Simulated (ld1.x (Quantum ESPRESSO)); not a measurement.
## u(r) = r·R(r): atom against pseudo-atom (H (Z = 1))

Columns: radius, all-electron u(r) and pseudo u(r) of the 1s shell (level -12.42 eV) of hydrogen in the configuration 1s0.5; PBEsol, non-relativistic, ultrasoft scheme, ld1.x (Quantum ESPRESSO) 7.5.

| r (bohr) | all-electron | pseudo |
| --- | --- | --- |
| 0.068 | 0.1344 | 0.0997 |
| 0.135 | 0.2492 | 0.1958 |
| 0.202 | 0.3483 | 0.2878 |
| 0.270 | 0.4342 | 0.3749 |
| 0.338 | 0.5068 | 0.4543 |
| 0.405 | 0.5667 | 0.5238 |
| 0.473 | 0.6170 | 0.5846 |
| 0.540 | 0.6571 | 0.6346 |
| 0.608 | 0.6894 | 0.6755 |
| 0.675 | 0.7139 | 0.7064 |
| 0.742 | 0.7319 | 0.7288 |
| 0.810 | 0.7443 | 0.7438 |
| 0.878 | 0.7515 | 0.7521 |
| 0.945 | 0.7542 | 0.7549 |
| 1.013 | 0.7529 | 0.7534 |
| 1.080 | 0.7483 | 0.7485 |
| 1.148 | 0.7407 | 0.7407 |
| 1.215 | 0.7307 | 0.7307 |
| 1.283 | 0.7184 | 0.7184 |
| 1.350 | 0.7045 | 0.7045 |
| 1.418 | 0.6889 | 0.6889 |
| 1.485 | 0.6723 | 0.6723 |
| 1.553 | 0.6545 | 0.6545 |
| 1.620 | 0.6363 | 0.6363 |
| 1.688 | 0.6171 | 0.6171 |
| 1.755 | 0.5979 | 0.5979 |

Question: How many radial nodes do the two functions have?

Answer: The all-electron 1s function has n − l − 1 = 0; the pseudo-wave has 0.

Question: At about which radius was the pseudo-wave matched?

Answer: 1.20 bohr. The columns agree to 0.0005 from 1.01 bohr on; several derivatives are matched, so the curves merge somewhat inside the radius.

Question: Is the pseudo-wave norm-conserving?

Answer: No, it belongs to an ultrasoft set: the norm inside the radius is not constrained, and the difference is carried by the augmentation charge.
